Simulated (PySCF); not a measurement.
## wB97X on Ar+ (argon, charge +1)

Configuration: [Ne] 3s2 3p4 3d1, one real determinant (an excited configuration). Calculation: PySCF 2.14, in aug-cc-pVTZ-DK (6s5p3d2f, 50 functions); the spin-free X2C one-electron Hamiltonian (Gaussian nucleus).

- Total energy: -528.1314 hartree
- One-electron energy: -719.0934 hartree
- Hartree (Coulomb) energy: 221.5510 hartree
- Exchange-correlation energy: -30.5891 hartree
- ⟨S²⟩: 3.7543
- ⟨L²⟩: 8.020
- Sum of ⟨r⟩: 14.29 bohr
- Sum of ⟨r²⟩: 22.61 bohr²
- Traceless quadrupole moment −½Σ⟨3z² − r²⟩ along its main axis: 0.698 e·bohr²
- Langevin diamagnetic susceptibility: -17.9 ×10⁻⁶ cm³/mol

```csv
shell,electrons,mean orbital energy (hartree),spread (hartree),"rms radius, mean of both spins (bohr)"
1s α,1,-116.25530,0,0.0991
1s β,1,-116.23926,0,0.0991
2s α,1,-11.98198,0,0.449
2s β,1,-11.96886,0,0.449
2p α,3,-9.46296,0.02477,0.419
2p β,3,-9.44019,0.00423,0.419
3s α,1,-1.70319,0,1.46
3s β,1,-1.54577,0,1.46
3p α,3,-1.10831,0.06342,1.64
3p β,1,-1.01969,0,1.64
3d α,1,-0.32608,0,2.49
```

⟨L²⟩ = 8.02 against 12 for a pure F term, so this real determinant mixes terms. The outer electron is Rydberg-like, and this basis confines it to a smaller radius and binds it less than a complete one would.

Densities and radii are taken from the X2C orbitals without a picture-change correction, which distorts them close to the nucleus.
